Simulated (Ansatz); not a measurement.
iminoborane (BH2N), SMILES N=B.

Coordinates come from a B3LYP-D3(BJ)/def2-TZVPD optimisation.

Two levels are set side by side: PBE/def2-TZVPD (Ansatz, a quantum-chemistry and plane-wave program) and PBE0/def2-TZVPD (Ansatz). Energy differences of separate SCF runs at the same geometry; the states with an electron removed or added have multiplicity 2 and 2. Differences are taken from unrounded values.

```tsv
quantity	PBE0	PBE	PBE minus PBE0
vertical ionisation energy (eV)	11.31	11.53	0.21
vertical singlet–triplet gap (eV)	6.08	6.25	0.18
```
